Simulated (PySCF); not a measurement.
# Stretching LaN

Set-up: basis La x2c-SVPall, N x2c-SVPall; spin-free X2C with a Gaussian nucleus; PySCF 2.14. Energies in eV from La (5d1 6s2) + N in their ground configurations at the same level. State: singlet, about 0.2 electrons in the 4f shell (Mulliken).

```csv
R (Å),r²SCAN
1.549,-3.537
1.621,-4.606
1.693,-5.215
1.747,-5.449
1.801,-5.537
1.855,-5.510
1.927,-5.337
2.017,-4.965
2.125,-4.375
2.269,-3.472
```

Q: Put a parabola through the three lowest points of the r²SCAN curve and estimate Re, k and ωe (reduced mass 12.72 u; 1 eV/Å² = 0.16022 mdyn/Å; ωe = 1302.8·√(k/μ) cm⁻¹).

A: Through R = 1.747, 1.801, 1.855 Å the second-order coefficient is 19.7 eV/Å², so Re ≈ 1.815 Å, k ≈ 6.32 mdyn/Å and ωe ≈ 918 cm⁻¹. A polynomial fit of higher order to the unrounded r²SCAN energies gives Re = 1.814 Å, k = 5.93 mdyn/Å, ωe = 890 cm⁻¹; anharmonicity and rounding make the difference.

The higher-order fit for each curve: r²SCAN: Re = 1.814 Å, ωe = 890 cm⁻¹, De = 5.54 eV.

These are scalar-relativistic numbers at best; spin–orbit coupling would shift them, the dissociation energy most.
